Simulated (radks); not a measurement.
The numbers below are computed, except where a source is named.
Valence configurations of neutral nitrogen (all share [He]). Level of theory: Dirac Kohn-Sham, LDA (Slater exchange, Perdew-Wang correlation), spin-unpolarised, spherical densities, finite nucleus; open shells fill j = l - 1/2 first; Fermi nuclear charge, rms radius 2.5582 fm (a radial shooting solver on a logarithmic mesh with Libxc functionals). Energies are relative to 2s2 2p3; eigenvalues in eV.

[
 {"valence": "2s2 2p3", "E (eV)": "0.000", "e(2p1/2)": "-7.247", "e(2p3/2)": "-7.228", "e(2s1/2)": "-18.416"},
 {"valence": "2s1 2p4", "E (eV)": "11.211", "e(2p1/2)": "-7.646", "e(2p3/2)": "-7.627", "e(2s1/2)": "-18.860"},
 {"valence": "2p5", "E (eV)": "22.467", "e(2p1/2)": "-8.013", "e(2p3/2)": "-7.994", "e(2s1/2)": "-"},
 {"valence": "2s1.5 2p3.5", "E (eV)": "5.600", "e(2p1/2)": "-7.451", "e(2p3/2)": "-7.432", "e(2s1/2)": "-18.643"},
 {"valence": "2s0.5 2p4.5", "E (eV)": "16.833", "e(2p1/2)": "-7.833", "e(2p3/2)": "-7.814", "e(2s1/2)": "-19.070"}
]

NIST lists [He] 2s2 2p3 as the ground configuration; this level of theory agrees among the configurations tried. The energies are those of spherical spin-averaged densities, not of single terms.
